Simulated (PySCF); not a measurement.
**Nuclear quadrupole coupling in `F[Si@H](N[SiH3])C1(N[SiH3])CC1`**

C₃H₁₃FN₂Si₃.
Z-matrix (Å and degrees, GFN2-xTB geometry), rows numbered from 1:
```
F 
Si  1  1.6204
N   2  1.7150  1  109.62
Si  3  1.7361  2  127.87  1    50.36
C   2  1.8869  1  108.84  3  -118.70
N   5  1.4379  2  117.76  1   105.62
Si  6  1.7170  5  124.80  2   -77.03
C   5  1.5085  2  118.48  1  -107.75
C   8  1.4913  5   60.24  2   106.33
H   2  1.4546  1  102.80  3   119.17
H   3  1.0070  2  115.41  1  -114.31
H   4  1.4600  3  106.30  2    43.93
H   4  1.4643  3  104.74  2   163.18
H   4  1.4651  3  111.99  2   -76.99
H   6  1.0085  5  112.15  2    80.39
H   7  1.4712  6  114.70  5    60.26
H   7  1.4643  6  102.97  5   179.68
H   7  1.4642  6  108.35  5   -61.25
H   8  1.0796  5  118.79  9  -108.91
H   8  1.0802  5  117.06  9   107.71
H   9  1.0793  5  118.21  8   109.04
H   9  1.0789  5  117.13  8  -108.06
```

Field gradients from the PBE0/pcSseg-1 density (PySCF, non-relativistic), principal values in atomic units, ordered |Vxx| ≤ |Vyy| ≤ |Vzz|:

```csv
atom,Vxx,Vyy,Vzz
N3,0.1940,0.5205,-0.7145
N6,0.3163,0.7133,-1.0295
```

**Question.** Find the asymmetry η = (Vxx − Vyy)/Vzz and the couplings χ = eQV/h (234.96 MHz × Q in barn × V in au), with Q(14N) = 0.02044 b.

**Answer.** 
| atom | environment | nucleus | η | χzz (MHz) | χxx (MHz) | χyy (MHz) |
| --- | --- | --- | --- | --- | --- | --- |
| N3 | nitrogen bridging silicon atoms | 14N | 0.46 | -3.431 | 0.932 | 2.500 |
| N6 | silicon-bound nitrogen | 14N | 0.39 | -4.944 | 1.519 | 3.426 |

**Question.** What is Vzz at N3 in SI units (1 au = 9.71736 × 10²¹ V/m²)?

**Answer.** -0.7145 au = -6.943 × 10²¹ V/m².

**Question.** What couplings would deuterons (Q(2H) = 0.00286 b) have in place of the hydrogens, at this geometry?

**Answer.** 
```json
{"atom": "H10", "bonded to": "Si2", "bond length (Å)": "1.455", "Vzz (au)": "0.1649", "η": "0.03", "χzz (kHz)": "111"}
{"atom": "H11", "bonded to": "N3", "bond length (Å)": "1.007", "Vzz (au)": "0.4331", "η": "0.14", "χzz (kHz)": "291"}
{"atom": "H12", "bonded to": "Si4", "bond length (Å)": "1.460", "Vzz (au)": "0.1629", "η": "0.04", "χzz (kHz)": "109"}
{"atom": "H13", "bonded to": "Si4", "bond length (Å)": "1.464", "Vzz (au)": "0.1602", "η": "0.04", "χzz (kHz)": "108"}
{"atom": "H14", "bonded to": "Si4", "bond length (Å)": "1.465", "Vzz (au)": "0.1585", "η": "0.02", "χzz (kHz)": "106"}
{"atom": "H15", "bonded to": "N6", "bond length (Å)": "1.008", "Vzz (au)": "0.4210", "η": "0.18", "χzz (kHz)": "283"}
{"atom": "H16", "bonded to": "Si7", "bond length (Å)": "1.471", "Vzz (au)": "0.1538", "η": "0.03", "χzz (kHz)": "103"}
{"atom": "H17", "bonded to": "Si7", "bond length (Å)": "1.464", "Vzz (au)": "0.1609", "η": "0.04", "χzz (kHz)": "108"}
{"atom": "H18", "bonded to": "Si7", "bond length (Å)": "1.464", "Vzz (au)": "0.1609", "η": "0.04", "χzz (kHz)": "108"}
{"atom": "H19", "bonded to": "C8", "bond length (Å)": "1.080", "Vzz (au)": "0.3299", "η": "0.07", "χzz (kHz)": "222"}
{"atom": "H20", "bonded to": "C8", "bond length (Å)": "1.080", "Vzz (au)": "0.3295", "η": "0.06", "χzz (kHz)": "221"}
{"atom": "H21", "bonded to": "C9", "bond length (Å)": "1.079", "Vzz (au)": "0.3289", "η": "0.08", "χzz (kHz)": "221"}
{"atom": "H22", "bonded to": "C9", "bond length (Å)": "1.079", "Vzz (au)": "0.3315", "η": "0.06", "χzz (kHz)": "223"}
```

Geometry: GFN2-xTB, one conformer, isolated molecule. GFN2-xTB bond lengths can be off by several hundredths of an ångström, more for odd bonds, and the gradients follow them. The small basis limits the accuracy of the gradients.
